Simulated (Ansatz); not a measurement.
Molecule: CH₅OSi, charge -1, multiplicity 1. It need not be the lowest isomer of its formula. Whether it binds its extra electron was not tested at this geometry. 
Structure (B3LYP-D3(BJ)/def2-TZVP (Ansatz, an electronic-structure program) minimum search):
SMILES: CO[SiH2-]
```xyz
8

Si     1.1535     0.2186     0.1087
O     -0.3216    -0.5397    -0.4588
C     -1.5585    -0.1145     0.0150
H      0.8258     0.2175     1.6362
H      0.7003     1.7074    -0.0284
H     -1.7426     0.9502    -0.2063
H     -1.6435    -0.2270     1.1089
H     -2.3657    -0.7036    -0.4514
```
Charge -1, spin multiplicity 1.

Basis-set convergence of Hartree-Fock and CCSD correlation energies (hartree) with Ansatz. Cores are frozen in the correlated levels unless marked. No spin-orbit coupling. No relativistic terms.

| basis | functions | E(HF) | E(corr, CCSD) |
|---|---|---|---|
| aug-cc-pV(D+d)Z | 123 | -404.57808 | -0.51562 |
| aug-cc-pV(T+d)Z | 262 | -404.62107 | -0.60391 |
| aug-cc-pV(Q+d)Z | 479 | -404.63162 | -0.63117 |

Extrapolating the two largest sets (X = 3 and 4) as X^-3: E(corr) = (64·(-0.63117) - 27·(-0.60391))/37 = -0.6511 Eh, an estimate of the basis-set limit. The largest set recovers 96.9 % of it, the smallest 79.2 %.
